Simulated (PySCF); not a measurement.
C2H4AlNO2, SMILES [N]([Al]([CH3])[OH])=C=O. Coordinates come from a PBE0-D3(BJ)/def2-SVP optimisation. The structure was generated by enumeration; whether it is a known compound was not checked. Other conformers were not sampled.

Q: Give the equilibrium geometry at PBE0-D3(BJ)/def2-SVP (PySCF confirms it by a frequency run) as a Z-matrix, and its point group. (Estimate from the structure and the level; the computed values follow.)

A: Several could match; the one computed here: point group Cs.
```
Al
O 1 1.6975
H 2 0.9582 1 126.14
N 1 1.7864 2 118.11 3 0.00
C 4 1.2002 2 151.58 3 0.00
O 5 1.1696 2 159.50 3 0.00
C 1 1.9306 2 120.38 3 180.00
H 7 1.1003 1 111.52 2 0.00
H 7 1.1022 8 108.15 1 -122.41
H 7 1.1022 8 108.15 9 -115.17
```
Charge 0, spin multiplicity 1.
